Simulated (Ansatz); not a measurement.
Cost and result for the atomization energy of `ClBC1C[SiH2]1` (11 atoms, 11 bonds).

```xyz
11

Cl    1.837   -1.205   -1.370
B     1.357    0.395   -0.776
C    -0.059    0.673   -0.354
C    -1.196   -0.346   -0.371
Si   -0.320   -0.330    1.244
H     2.217    1.218   -0.706
H    -0.339    1.711   -0.195
H    -1.042   -1.203   -1.019
H    -2.197    0.067   -0.422
H     0.640   -1.392    1.590
H    -0.897    0.414    2.380
```

The species carries charge 0 and has multiplicity 1. The geometry is a stationary point of PBE0-D4/def2-TZVP. It is one conformer, not always the lowest. Program: Ansatz. All runs use 4 threads of an Arm Neoverse V1 on a shared host. Times are those of one run each, without the atoms' runs, and a repeat can differ threefold. Electronic energies, without spin–orbit coupling; frozen cores. CCSD(T)/CBS adds CCSD(T) − MP2 in def2-TZVPP to the MP2 limit, and its time is that of the two runs behind it. T1 = 0.011. B3LYP takes the VWN-RPA correlation (the form of Gaussian; ORCA's B3LYP/G).

CCSD(T)/CBS is a level of theory with its own doubt, some kJ/mol a heavy atom from the limit and from the frozen cores, so smaller differences don't rank the functionals.

```csv
level,functions,wall time,atomization (kcal/mol),difference from CCSD(T)/CBS,per bond
PBE-D4/def2-TZVPP (with forces),261,2.9 s,984.9,20.9,1.9
PBE0-D4/def2-TZVPP,261,3.5 s,975.0,11.0,1.0
r2SCAN-D4/def2-TZVPP (with forces),261,6 s,975.3,11.3,1.0
B3LYP-D4/def2-TZVPP (with forces),261,6 s,965.1,1.1,0.1
B2PLYP/def2-TZVPP,261,6.5 s,955.5,-8.5,-0.8
ωB97X-V/def2-TZVPP,261,9 s,970.5,6.5,0.6
ωB97M-V/def2-TZVPP (with forces),261,13 s,972.0,8.0,0.7
MP2/def2-QZVPP,491,25 s,972.0,8.0,0.7
CCSD(T)/def2-TZVPP,261,2.3 min,941.4,-22.6,-2.1
CCSD(T)/CBS(def2),–,2.7 min,964.0,0.0,0.0
```

From PBE to PBE0 (25 % exact exchange), in def2-TZVPP and without D4, the atomization energy moves by −8.9 kcal/mol: exact exchange takes away binding that semilocal exchange gives to molecules. In def2-TZVPP, CCSD(T) changes the Hartree–Fock value by +210.3 kcal/mol (the triples alone add +14.3 kcal/mol) and MP2 by +227.6 kcal/mol; breaking electron pairs costs correlation energy, which Hartree–Fock lacks. The D4 term adds +10.5 kcal/mol with B3LYP and +5.5 kcal/mol with PBE0; it sums over pairs of atoms, weighted by their polarisabilities, and B3LYP, whose exchange is more repulsive, gets the larger term.
